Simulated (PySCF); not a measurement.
NICS in isomers of C5H10N2O2Si.

Probes without a nucleus sit at each ring's centroid and 1 Å off its mean plane on both sides; NICS is minus the shielding there, NICSzz its component along the normal. Level: GIAO PBE0/pcSseg-1 (PySCF, non-relativistic, gas phase) on the GFN2-xTB geometries, one conformer each. Atom numbers follow the mapped SMILES.

Question: Order these rings by mean NICS(1)zz, lowest (most negative) first (ppm).
A. ring N5–C6–C7–C8–C10 in `[CH3:1][O:2][Si@@H:3]([OH:4])[n:5]1[cH:6][cH:7][c:8]([NH2:9])[cH:10]1`
B. ring N6–C7–C8–C9–C10 in `[CH3:1][O:2][Si@@:3]([NH2:4])([OH:5])[n:6]1[cH:7][cH:8][cH:9][cH:10]1`
C. ring C4–C5–Si6–O10 in `[CH3:1]/[N:2]=[CH:3]/[C@@H:4]1[CH2:5][Si@H:6]([C:7]([NH2:8])=[O:9])[O:10]1`

Answer: B (-30.1), A (-25.7), C (2.0).

```csv
SMILES,ring,NICS(0),NICS(1),NICS(1)zz,HOMA,rms pucker (Å),ring atoms with four or more neighbours
CO[Si@@](N)(O)n1cccc1,5-membered ring with N; formal bonds all aromatic,-13.3,-11.2,-30.1,0.85,0.00,0
CO[Si@@H](O)n1ccc(N)c1,5-membered ring with N; formal bonds all aromatic,-12.8,-9.9,-25.7,0.83,0.00,0
C/N=C/[C@@H]1C[Si@H](C(N)=O)O1,4-membered ring with O and Si; formal bonds all single,-1.4,0.0,2.0,–,0.02,3
```

NICS(0) gives the same order. The isotropic NICS(1) gives the same order. HOMA uses Krygowski's 1993 parameters; it is left out where a ring has a four-coordinate atom, a triple bond, no multiple bond or a kind of bond without parameters. NICS(1) and NICS(1)zz are means over the two faces.
